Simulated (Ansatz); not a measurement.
Stepwise reaction of `C[O][Mg][O]C` with water, as a gas-phase model of exchange steps in deposition or etching. ΔE in kJ/mol.

Computed with Ansatz on PBE0-D4/def2-TZVP structures; ΔE is electronic, products minus reactants. CCSD(T)/CBS adds triple-zeta CCSD(T) − MP2 to the extrapolated MP2 energy (def2 sets, frozen cores). This one scheme is used for every species. DFT in def2-TZVPP. B3LYP here is the variant with VWN-RPA as its local correlation; programs differ in this. For Mg outer-core shells are correlated without core-valence functions, which leaves a few kJ/mol of doubt a bond. One conformer a species, not always the lowest.

| step | reaction | PBE-D4 | B3LYP-D4 | ωB97M-V | CCSD(T)/CBS |
| --- | --- | --- | --- | --- | --- |
| 2 | `C[O][Mg][OH]` + H₂O → `[OH][Mg][OH]` + CH₃OH | -1.4 | -0.7 | -2.5 | 1.1 |

Question: Give the row of step 1, `C[O][Mg][O]C` + H₂O → `C[O][Mg][OH]` + CH₃OH. (Estimate.)

Answer: The calculation gave: 
```json
{"step": "1", "reaction": "`C[O][Mg][O]C` + H₂O → `C[O][Mg][OH]` + CH₃OH", "PBE-D4": "-1.3", "B3LYP-D4": "-0.7", "ωB97M-V": "-2.4", "CCSD(T)/CBS": "1.4"}
```

Question: By hand: ΔE of the 2 steps together at CCSD(T)/CBS.

Answer: (1.4) + (1.1) = 2.5 kJ/mol, or 1.2 kJ/mol a step.

In ΔE the steps differ by no more than 0.3 kJ/mol. PBE-D4 differs from CCSD(T)/CBS by -2.7 to -2.5 kJ/mol a step. Isolated molecules leave out the surface, adducts and barriers. Largest T1 diagnostic: 0.011.
